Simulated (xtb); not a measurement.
CuI (SMILES [Cu][I]), singlet, geometry from GFN2-xTB (such geometries of metal compounds can be far from the true shape).

Here is a job for xtb.
```
$ xtb mol.xyz --gfn 2 --grad --json

# file mol.xyz
2

Cu    -0.00000000    -0.00000000    -1.55408011
I      0.00000000     0.00000000     0.85034572
```

Problem. What does this run give for the dipole moment, total energy?

Solution. 
```json
{
 "dipole_moment": "9.48 D",
 "total_energy": "-7.7365 Eh"
}
```
